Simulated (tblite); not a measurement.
Species: C11H10O2S.
Numbering: `[CH3:1][S:2](=[O:3])(=[O:4])[c:5]1[cH:6][cH:7][cH:8][c:9]2[cH:10][cH:11][cH:12][cH:13][c:14]12` (hydrogens: H15, H16, H17 on C1; H18 on C6; H19 on C7; H20 on C8; H21 on C10; H22 on C11; H23 on C12; H24 on C13)

Computed with GFN2-xTB (tblite), gas phase: L-BFGS steps from a force-field or distance-geometry start until the largest atomic force falls under 0.01 eV/Å.

The end geometry, which sets the zero of energy:
```
atom  x, y, z in Å
C1      2.9462   -0.0767   -0.7882
S2      2.3210   -0.1464    0.9208
O3      2.3203   -1.5200    1.3490
O4      3.0843    0.7884    1.7021
C5      0.6493    0.4950    0.7576
C6      0.4492    1.7782    1.1787
C7     -0.8016    2.3904    1.0114
C8     -1.8186    1.7037    0.4083
C9     -1.6375    0.3771   -0.0376
C10    -2.6756   -0.3427   -0.6656
C11    -2.4796   -1.6277   -1.0876
C12    -1.2405   -2.2558   -0.8871
C13    -0.2095   -1.5894   -0.2832
C14    -0.3756   -0.2564    0.1467
H15     2.9211    0.9592   -1.1001
H16     2.3187   -0.6931   -1.4184
H17     3.9636   -0.4473   -0.7808
H18     1.2705    2.3012    1.6427
H19    -0.9478    3.4031    1.3543
H20    -2.7837    2.1677    0.2633
H21    -3.6309    0.1429   -0.8035
H22    -3.2787   -2.1718   -1.5692
H23    -1.1067   -3.2772   -1.2117
H24     0.7303   -2.0824   -0.0943
```

**Question.** These geometries come from the run, each turned onto the end geometry. Order them by energy, lowest first.
A.
```
atom  x, y, z in Å
C1      3.0016   -0.1335   -0.7608
S2      2.3470   -0.0917    0.9267
O3      2.2987   -1.4398    1.4273
O4      3.1145    0.9023    1.6250
C5      0.6761    0.5344    0.7288
C6      0.4491    1.8108    1.1796
C7     -0.8197    2.3969    1.0333
C8     -1.8216    1.6843    0.4365
C9     -1.6180    0.3638   -0.0325
C10    -2.6822   -0.3470   -0.6405
C11    -2.5189   -1.6255   -1.0964
C12    -1.2722   -2.2539   -0.9437
C13    -0.2197   -1.5948   -0.3562
C14    -0.3382   -0.2549    0.1130
H15     2.9318    0.8687   -1.1599
H16     2.4185   -0.8393   -1.3325
H17     4.0343   -0.4520   -0.6895
H18     1.2292    2.3912    1.6603
H19    -0.9985    3.4003    1.4009
H20    -2.7972    2.1328    0.3256
H21    -3.6418    0.1421   -0.7432
H22    -3.3425   -2.1567   -1.5570
H23    -1.1446   -3.2780   -1.2862
H24     0.7025   -2.1405   -0.2509
```
B.
```
atom  x, y, z in Å
C1      2.9976   -0.1406   -0.7748
S2      2.3223   -0.1151    0.9143
O3      2.3141   -1.4625    1.4173
O4      3.0673    0.8637    1.6578
C5      0.6485    0.5156    0.7197
C6      0.4392    1.7888    1.1663
C7     -0.8221    2.3893    1.0318
C8     -1.8398    1.6972    0.4362
C9     -1.6502    0.3813   -0.0358
C10    -2.6949   -0.3424   -0.6473
C11    -2.4955   -1.6201   -1.0875
C12    -1.2439   -2.2346   -0.9265
C13    -0.2073   -1.5622   -0.3390
C14    -0.3776   -0.2383    0.1139
H15     2.9323    0.8658   -1.1662
H16     2.4236   -0.8352   -1.3730
H17     4.0322   -0.4561   -0.7082
H18     1.2614    2.3116    1.6306
H19    -0.9756    3.3926    1.4011
H20    -2.8165    2.1448    0.3221
H21    -3.6577    0.1372   -0.7513
H22    -3.3024   -2.1676   -1.5513
H23    -1.1095   -3.2506   -1.2668
H24     0.7430   -2.0425   -0.1758
```
C.
```
atom  x, y, z in Å
C1      2.9996   -0.1394   -0.7711
S2      2.3343   -0.0896    0.9212
O3      2.3187   -1.4301    1.4413
O4      3.1029    0.8759    1.6572
C5      0.6525    0.5223    0.7160
C6      0.4348    1.7918    1.1665
C7     -0.8271    2.3836    1.0331
C8     -1.8325    1.6833    0.4351
C9     -1.6356    0.3708   -0.0345
C10    -2.6847   -0.3417   -0.6430
C11    -2.5070   -1.6178   -1.0857
C12    -1.2575   -2.2332   -0.9293
C13    -0.2055   -1.5736   -0.3545
C14    -0.3631   -0.2499    0.1115
H15     2.9350    0.8658   -1.1678
H16     2.4187   -0.8413   -1.3561
H17     4.0353   -0.4507   -0.6981
H18     1.2433    2.3286    1.6358
H19    -0.9906    3.3848    1.3943
H20    -2.8089    2.1242    0.3164
H21    -3.6385    0.1502   -0.7389
H22    -3.3242   -2.1495   -1.5500
H23    -1.1404   -3.2468   -1.2750
H24     0.7289   -2.0978   -0.2170
```
D.
```
atom  x, y, z in Å
C1      3.0023   -0.1374   -0.7698
S2      2.3349   -0.0859    0.9221
O3      2.3115   -1.4336    1.4362
O4      3.1128    0.8870    1.6439
C5      0.6590    0.5287    0.7205
C6      0.4393    1.8043    1.1730
C7     -0.8191    2.3892    1.0349
C8     -1.8257    1.6840    0.4360
C9     -1.6282    0.3678   -0.0340
C10    -2.6828   -0.3436   -0.6418
C11    -2.5121   -1.6240   -1.0910
C12    -1.2666   -2.2429   -0.9358
C13    -0.2096   -1.5823   -0.3564
C14    -0.3558   -0.2525    0.1127
H15     2.9335    0.8663   -1.1622
H16     2.4180   -0.8405   -1.3435
H17     4.0349   -0.4506   -0.6935
H18     1.2336    2.3592    1.6472
H19    -0.9941    3.3886    1.3958
H20    -2.8004    2.1265    0.3212
H21    -3.6343    0.1442   -0.7397
H22    -3.3336   -2.1517   -1.5534
H23    -1.1444   -3.2588   -1.2800
H24     0.7151   -2.1220   -0.2350
```
E.
```
atom  x, y, z in Å
C1      2.9801   -0.1275   -0.7833
S2      2.3161   -0.1332    0.9130
O3      2.2883   -1.4950    1.3773
O4      3.0805    0.8130    1.6797
C5      0.6504    0.5213    0.7286
C6      0.4396    1.7967    1.1684
C7     -0.8219    2.3935    1.0267
C8     -1.8394    1.7004    0.4328
C9     -1.6471    0.3828   -0.0328
C10    -2.6875   -0.3426   -0.6494
C11    -2.4823   -1.6208   -1.0864
C12    -1.2331   -2.2363   -0.9111
C13    -0.2003   -1.5630   -0.3182
C14    -0.3743   -0.2355    0.1246
H15     2.9223    0.8879   -1.1525
H16     2.3993   -0.8043   -1.3958
H17     4.0107   -0.4559   -0.7271
H18     1.2580    2.3255    1.6307
H19    -0.9766    3.3989    1.3855
H20    -2.8134    2.1519    0.3111
H21    -3.6504    0.1340   -0.7651
H22    -3.2831   -2.1689   -1.5593
H23    -1.0933   -3.2538   -1.2452
H24     0.7456   -2.0492   -0.1445
```

**Answer.** E (0.003 eV), B (0.007 eV), C (0.026 eV), D (0.045 eV), A (0.084 eV).

In the order of the answer:

```csv
step,E above end (eV),largest force (eV/Å),rms force component (eV/Å),rms distance from end (Å),rms bond change (Å),bond most changed (Å)
37,0.003,0.02,0.008,0.051,0.000,S2–C5 +0.001
16,0.007,0.06,0.019,0.070,0.001,C1–S2 -0.002
6,0.026,0.22,0.067,0.080,0.002,C10–C11 -0.004
4,0.045,0.35,0.106,0.084,0.004,C6–C7 -0.008
2,0.084,0.40,0.111,0.090,0.006,C5–C14 +0.015
```

The cost below is that of the whole relaxation. On one thread of an AMD EPYC 7R43, no GPU, shared host with 256 logical CPUs at a one-minute load of 123, this took 1.3 s of wall time.
